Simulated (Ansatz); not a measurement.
SO2 (SMILES O=S=O): geometry of the low-spin state from B3LYP-D3(BJ)/def2-TZVP.
(charge 0, multiplicity 1):
```xyz
3

O     -1.231    -0.392     0.000
S     -0.008     0.366     0.000
O      1.246    -0.339     0.000
```
The high-spin state stands at its own minimum; R- takes a restricted low-spin state.

Run with Ansatz (Gaussian basis) for Hartree–Fock, density functionals and correlated methods. 

The gap E(multiplicity 1) − E(multiplicity 3) (kcal/mol) and the share of exact exchange:

```json
[
 {"functional": "R-PBE/def2-TZVPP", "exact exchange (%)": "0", "value": "-63.54"},
 {"functional": "R-PBE0/def2-TZVPP", "exact exchange (%)": "25", "value": "-65.73"},
 {"functional": "R-B3LYP/def2-TZVPP", "exact exchange (%)": "20", "value": "-65.86"},
 {"functional": "R-BHLYP/def2-TZVPP", "exact exchange (%)": "50", "value": "-67.38"},
 {"functional": "R-r2SCAN/def2-TZVPP", "exact exchange (%)": "0", "value": "-62.28"}
]
```

Q: Take the value as linear in the share of exact exchange along PBE and PBE0. Give the slope, say whether the sign turns, and set the other functionals against that line.

A: 
Slope: (-65.73 − (-63.54))/2.5 = -0.88 kcal/mol for each 10 %. The line keeps its sign from 0 to 100 %. At 50 % it gives -67.9 kcal/mol. From B3LYP to BHLYP the slope is (-67.38 − (-65.86))/3 = -0.51 for each 10 %. BHLYP, at 50 %, lies 0.5 from the PBE line. B3LYP, at 20 %, lies -0.6 from the PBE line. r2SCAN, with none, stands 1.3 from PBE.

Ansatz is an electronic-structure program.
